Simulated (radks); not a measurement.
Coulomb parameter of the 5d shell of the platinum ion Pt+ in the model configuration [Xe] 4f14 5d7.5 6s1.5, as a second difference U = [E(n + 0.5) + E(n - 0.5) - 2 E(n)] / (0.5)^2 with all orbitals relaxed. "Bare": the charge of the atom changes with n. "Screened": the 6s shell takes up the change at fixed total charge, which measures U(5d,5d) + U(6s,6s) - 2 U(5d,6s). Calculated with a radial shooting solver on a logarithmic mesh with Libxc functionals: scalar-relativistic Kohn-Sham, PBEsol, spin-unpolarised, spherical densities, finite nucleus; Fermi nuclear charge, rms radius 5.427 fm.

start: configuration [Xe] 4f14 5d7.5 6s1.5; E - E(n) (eV) 0.000
bare +0.5: configuration [Xe] 4f14 5d8 6s1.5; E - E(n) (eV) -7.451
bare -0.5: configuration [Xe] 4f14 5d7 6s1.5; E - E(n) (eV) 10.305
screened +0.5: configuration [Xe] 4f14 5d8 6s1; E - E(n) (eV) -1.414
screened -0.5: configuration [Xe] 4f14 5d7 6s2; E - E(n) (eV) 1.715

U(bare) = 11.412 eV, U(screened by 6s) = 1.203 eV, against the Slater integral F0(5d,5d) = 15.698 eV with frozen orbitals.
